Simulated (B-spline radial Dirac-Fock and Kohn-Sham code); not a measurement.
Photoionisation of zinc ions at Mg Kα (1253.6 eV)

The computed values come from a radial B-spline solver: independent-particle photoionisation in a Dirac-Hartree-Slater potential with a Latter tail, all multipoles, thresholds from Dirac-Fock ΔSCF. Cross sections in kb; a dash marks an empty subshell or a threshold above the photon energy.

```csv
ion,configuration,total,2p1/2,2p3/2,3s,3p3/2,4s
Zn,[Ar] 3d10 4s2,817.2,208,406,20.0,38.6,1.28
Zn²⁺,[Ar] 3d10,817.4,208,404,19.9,38.5,–
Zn¹⁷⁺,[Ne] 3s2 3p1,49.14,–,–,32.1,11.3,–
```
